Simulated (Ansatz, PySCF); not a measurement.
C3H6BF3, singlet, at a GFN2-xTB geometry. Base run: CASSCF(2,2)/STO-3G (PySCF).

The PySCF input:
```python
from pyscf import gto, scf, mcscf
import numpy

mol = gto.Mole()
mol.atom = '''
    B     0.351517    0.775754    0.481912
    C    -0.223676   -0.525853   -0.306468
    F    -1.569313   -0.644791   -0.196928
    F     0.272540   -1.715195    0.104829
    F     0.029483   -0.475704   -1.637124
    C     1.411637    0.526285    1.594915
    H     1.052689   -0.204088    2.320682
    H     1.722352    1.417667    2.131578
    H     2.302448    0.067237    1.162687
    C    -0.226265    2.148760    0.024933
    H    -1.307883    2.167852    0.168151
    H    -0.085805    2.289766   -1.047505
    H     0.194054    3.008856    0.537564
'''
mol.basis = 'sto-3g'
mol.charge = 0
mol.spin = 0
mol.verbose = 4
mol.build()

mf = scf.RHF(mol)
mf.kernel()
mc = mcscf.CASSCF(mf, 2, 2)
mc.fix_spin_(ss=0.0)
mc.kernel()
occ = numpy.linalg.eigvalsh(mc.fcisolver.make_rdm1(mc.ci, mc.ncas, mc.nelecas))[::-1]
ss = mc.fcisolver.spin_square(mc.ci, mc.ncas, mc.nelecas)[0]
print('natural occupations', occ.round(4), ' <S^2>', round(ss, 4))
```

Programs used: Ansatz (a quantum-chemistry and plane-wave program), PySCF; a row that names a program was run with it.

Each row names what was changed in the base input (with any setting that the change needs).

```csv
change,ΔE vs base (mEh),natural occupations,<S^2> of the state
base,0.000,1.98 0.02,0.00
solver = newton,3.815,1.99 0.01,0.00
"active space = 10 electrons, 9 orbitals",-61.020,2.00 2.00 1.98 1.97 1.97 0.03 0.03 0.02 0.00,0.00
conv_tol = 1e-5,0.001,1.98 0.02,0.00
orbitals = fixed (CASCI),11.624,2.00 0.00,0.00
"active space = 4 electrons, 6 orbitals",-25.501,1.98 1.97 0.03 0.02 0.00 0.00,0.00
state_average = 2 states,16.656,-,-
"active space = 2 electrons, 3 orbitals",-9.218,1.98 0.02 0.00,0.00
fix_spin_ = off,0.000,1.98 0.02,0.00
correction = SC-NEVPT2,-217.2,1.98 0.02,0.00
code = ansatz,-9.426,-,-
```

Active orbitals are taken around the Fermi level unless the row says otherwise; CASSCF can end in different local minima, and two programs can end on different orbitals. State-averaged rows give the lowest state.
